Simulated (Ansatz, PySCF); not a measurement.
The pair A = AlH3 (SMILES [AlH3]) (first 4 atoms), B = CHN (SMILES C#N); geometry from B3LYP-D3(BJ)/def2-TZVP.
(charge 0, multiplicity 1):
```xyz
7

Al    -0.1616     0.3641     0.2628
H      1.2536     0.8243    -0.2996
H     -1.2365     1.4889     0.5949
H     -0.6908    -1.0821    -0.1362
C      0.7414    -0.2931     3.2649
N      0.4196    -0.0606     2.1962
H      1.0429    -0.5105     4.2659
```

Correlated levels freeze the cores. Rows in 6-31G* carry no dispersion term and start afresh at each structure (6-31G* with six Cartesian d functions).

Codes used: Ansatz (Gaussian orbitals); PySCF for 6-31G* rows. Values without a source in brackets are computed.

Total energies (hartree), monomers frozen at their geometry in the pair:

```csv
structure,B3LYP/6-31G*,MP2/aug-cc-pV(T+d)Z,CCSD(T)/aug-cc-pV(D+d)Z
AB,-337.6547783,-337.0304650,-336.9728400
A in the pair's basis,-244.2003282,-243.7374746,-243.7409044
B in the pair's basis,-93.4256683,-93.2589826,-93.2034456
A,-244.2000302,-243.7370675,-243.7397533
B,-93.4219243,-93.2582516,-93.2017843
```

Work out the interaction energy without and with the counterpoise correction, and the superposition error, for each level.


E(AB) − E(A) − E(B), times 627.509 kcal/mol, with the monomers in their own basis and then in the pair's basis:
- B3LYP/6-31G*: -20.60 uncorrected, -18.06 corrected; the monomers gain 2.54 kcal/mol from borrowed functions
- MP2/aug-cc-pV(T+d)Z: -22.05 uncorrected, -21.34 corrected; the monomers gain 0.71 kcal/mol from borrowed functions
- CCSD(T)/aug-cc-pV(D+d)Z: -19.64 uncorrected, -17.88 corrected; the monomers gain 1.76 kcal/mol from borrowed functions

Ansatz is a quantum-chemistry and plane-wave program.
